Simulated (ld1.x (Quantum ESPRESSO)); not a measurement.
**Transferability test, TM potential for cobalt**

Co (Z = 27), norm-conserving Troullier–Martins (Kleinman–Bylander form), made with ld1.x (Quantum ESPRESSO) 7.5 (PBE, scalar-relativistic). Core [Ar], reference 3d7 4s2 4p0. Waves: 4s (bound): rc 2.25 bohr; 4p (bound, empty): rc 3.65 bohr; 3d (bound): rc 1.00 bohr. Local part: all-electron potential smoothed inside 0.75 bohr (lloc = -2). Core correction: Bessel-smoothed model core inside 0.95 bohr.

Energies are relative to the spin-unpolarised reference configuration 3d7 4s2 4p0; without spin polarisation the order of configurations can differ from experiment. Not all tests gave a result: 1 of 7 tests not solved or not reliable. Left out of the table: 3d7 4s0 4p1 (solver errors, printed error -795 meV).

**Question.** Give the all-electron excitation energy and the error of the potential for: 3d7 4s1 4p0; 3d7 4s0 4p0; 3d6 4s0 4p0; 3d8 4s1 4p0; 3d7 4s1.5 4p0; 3d7 4s0 4p2.

**Answer.**

```csv
valence configuration,charge,ΔE all-electron (eV),error AE − PS (meV)
3d7 4s1 4p0,+1,9.030,-8.4
3d7 4s0 4p0,+2,25.816,-53
3d6 4s0 4p0,+3,61.686,-138
3d8 4s1 4p0,0,-1.203,-114
3d7 4s1.5 4p0,+0.5,3.602,-1.7
3d7 4s0 4p2,0,8.979,+4.4
```

Levels in the configuration 3d7 4s0 4p0:

```json
{"level": "3d", "all-electron (eV)": "-27.064", "pseudo (eV)": "-26.940"}
```

Note: ghost states, extra bound levels that the all-electron valence spectrum of the same l lacks: s at -157.9 eV, p at -24.2 eV. A true bound ghost makes a file unfit for plane-wave use.
